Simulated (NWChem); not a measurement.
**Lowest excitation of H$_{4}$GeTe**

SMILES: [GeH3][TeH]
```xyz
6

Te    -0.8008    -0.6588     0.0000
H     -1.8714     0.6167     0.0000
Ge     1.2083     0.9368     0.0000
H      1.2011     1.8201     1.2591
H      2.4467     0.0261     0.0000
H      1.2011     1.8201    -1.2591
```
Charge 0, spin multiplicity 1.

The numbers come from NWChem runs, not from measurements. The geometry was optimised at PBE0/def2-SVP with def2 effective core potentials on Te, a minimum by its harmonic frequencies.

Basis set: def2-SVP.

| method | lowest vertical singlet excitation energy (eV) | relative cost | difference from EOM-CCSD |
|---|---|---|---|
| TDA-BHandHLYP | 4.31 | under 3 | -0.20 |
| CIS | 4.67 | under 3 | +0.16 |
| TD-B3LYP | 4.05 | under 3 | -0.45 |
| EOM-CCSD | 4.51 | under 3 | 0.00 |
| TD-PBE | 3.95 | 1 | -0.56 |

The values span 0.72 eV, from TD-PBE (lowest) to CIS (highest). Costs are rough ratios of processor time within this set of runs, SCF included, with TD-PBE as 1.

Effective core potentials replace the inner electrons of Te; spin-orbit coupling is left out. The correlated methods keep 13 core orbitals frozen. B3LYP has NWChem's definition, with VWN1-RPA local correlation. The structure started from a generated list of species. No row is a measurement; the coupled-cluster row has its own basis-set and correlation limits.
